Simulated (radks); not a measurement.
Ionisation ladder of palladium, from Pd10+ to Pd21+. Each ion is in the ground configuration listed by NIST, and IE = E(next ion) - E(this ion). Method: Dirac Kohn-Sham, PBE, spin-unpolarised, spherical densities, finite nucleus; open shells are shared between the two j in proportion to 2j + 1; Fermi nuclear charge, rms radius 4.5318 fm; computed with a radial shooting solver on a logarithmic mesh with Libxc functionals.

species      configuration  IE, Delta-SCF (eV)  <r> HOMO (bohr)  IE, NIST (eV)       kind  error (eV)
Pd10+                 [Kr]              240.69            0.941          238.6  semi-emp.        +2.1
Pd11+    [Ar] 3d10 4s2 4p5              264.75            0.927            260     theory        +4.8
Pd12+    [Ar] 3d10 4s2 4p4              289.28            0.912            286     theory        +3.3
Pd13+    [Ar] 3d10 4s2 4p3              314.22            0.899            311     theory        +3.2
Pd14+    [Ar] 3d10 4s2 4p2              339.53            0.886            342     theory        -2.5
Pd15+    [Ar] 3d10 4s2 4p1              365.14            0.873          369.1  semi-emp.        -4.0
Pd16+        [Ar] 3d10 4s2              432.38            0.824            427     theory        +5.4
Pd17+        [Ar] 3d10 4s1              459.82            0.814          457.5  semi-emp.        +2.3
Pd18+            [Ar] 3d10              813.23            0.349            810     theory        +3.2
Pd19+             [Ar] 3d9              875.98            0.343            869     theory        +7.0
Pd20+             [Ar] 3d8              940.36            0.337            933     theory        +7.4
Pd21+             [Ar] 3d7              1006.3            0.332           1000     theory        +6.3

Reference values: NIST Atomic Spectra Database (exp. = measured, semi-emp. = semi-empirical, theory = theoretical value adopted there). The ionisation energy per charge of the ion left behind rises most, in proportion, at Pd18+ ([Ar] 3d10), from 25.545 to 42.801 eV. Against the entries that are not theoretical the mean signed error is +0.1 % and the largest -1.1 %. Spin polarisation and multiplet splitting are left out, so open shells lie too high by an amount that depends on their filling. Sharing an open shell by 2j + 1 raises it above the true ground level by a part of the spin-orbit splitting, which enters the differences from NIST.

Beside tabulated values, note that spin-unpolarised runs miss the spin-polarisation part of the exchange energy of open shells.
